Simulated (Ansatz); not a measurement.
Basis sets compared for GaH2(CH2SiH3) (CH7GaSi). Charge 0, multiplicity 1. Geometry PBE0-D4/def2-SVP. Ansatz on 4 threads of Arm Neoverse V2 on a shared host; times are rough, and most runs start from earlier orbitals.

```xyz
10

Ga    0.870   -0.357    1.542
H     1.084   -1.871    1.902
H     0.753    0.728    2.674
C     0.707    0.184   -0.344
Si   -1.067    0.160   -0.959
H     1.098    1.208   -0.470
H     1.297   -0.500   -0.978
H    -1.650   -1.213   -0.826
H    -1.915    1.090   -0.146
H    -1.178    0.571   -2.395
```

The 6-31G sets use Cartesian d functions.

Binding counts from free atoms (Ga doublet, H doublet, C triplet, Si triplet) in the same basis, without a counterpoise term.

```
           level  functions  energy (Eh)  HOMO (eV)  LUMO (eV)  binding per atom (eV)  wall time
       HF/STO-3G         39   -2227.9428      -6.96       4.91                      –     0.15 s
        HF/6-31G         65   -2253.6916     -10.70       1.09                   2.18      0.3 s
 PBE-D4/def2-SVP         99   -2255.7598      -6.81      -2.35                   3.06      0.7 s
PBE0-D4/def2-SVP         99   -2255.8464      -8.02      -1.56                   3.06        1 s
```

Q: Estimate the rows for HF/def2-TZVP, PBE-D4/def2-TZVP, PBE0-D4/def2-TZVP.

A: 
```
            level  functions  energy (Eh)  HOMO (eV)  LUMO (eV)  binding per atom (eV)  wall time
     HF/def2-TZVP        158   -2254.1322     -10.81       1.22                   2.36      0.8 s
 PBE-D4/def2-TZVP        158   -2256.1567      -6.84      -2.38                   3.06      1.2 s
PBE0-D4/def2-TZVP        158   -2256.2391      -8.02      -1.58                   3.06      1.6 s
```
